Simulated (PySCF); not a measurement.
Electron correlation in F (fluorine, neutral)

[He] 2s2 2p5, 2P determinant. Computed with PySCF 2.14 in cc-pVDZ-DK (3s2p1d, 14 functions), with the spin-free X2C one-electron Hamiltonian (Gaussian nucleus). Frozen: 1s2; 7 electrons correlated.

MP2 pair energies summed by pair of shells (mhartree):

| pair | energy | share (%) |
| --- | --- | --- |
| 2p-2p | -90.36 | 64.2 |
| 2s-2p | -42.75 | 30.4 |
| 2s-2s | -7.61 | 5.4 |

Total MP2 correlation energy: -140.72 mhartree.

Same-spin part -35.77 and opposite-spin part -104.95 mhartree; SCS-MP2 scales them by 1/3 and 6/5 to -137.86 mhartree.

| level | correlation energy (mhartree) |
| --- | --- |
| CCSD | -151.57 |
| (T) | -0.89 |
| CCSD(T) | -152.46 |

Diagnostics: T1 = 0.0027, D1 = 0.0051, largest double amplitude 0.048.

Problem. Is a single reference adequate?

Solution. Yes: T1 lies below 0.03 and no double amplitude reaches 0.07.
